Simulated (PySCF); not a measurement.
B(vinyl)(OMe)(NH2) (C₃H₈BNO), SMILES C=CB(N)OC. Geometry: PBE-D3(BJ)/def2-SVP. The values are those of a single conformer.

All values below come from PBE-D3(BJ)/def2-SVP (PySCF).

Harmonic wavenumbers (cm⁻¹): 84, 134, 152, 166, 255, 381, 390, 414, 511, 555, 693, 720, 838, 945, 970, 1012, 1100, 1133, 1168, 1221, 1293, 1348, 1386, 1422, 1425, 1449, 1546, 1644, 2906, 2971, 3042, 3042, 3057, 3148, 3533, 3634. Rotational constants (GHz): 5.689, 2.527, 1.770; symmetry number 1.

Work out the zero-point energy and the ideal-gas rigid-rotor harmonic-oscillator thermochemistry at 298.15 K and 1 atm.

ZPE = ½ Σ hcν = ½ × 49686 cm⁻¹ = 71.03 kcal/mol. H − E(el) = 76.58 kcal/mol. Entropy in cal/(mol K): translation 39.23, rotation 26.94, vibration 19.06, total 85.23. G − E(el) = 51.17 kcal/mol. Cp = 29.34 cal/(mol K). Modes under 150 cm⁻¹ make the vibrational entropy uncertain.
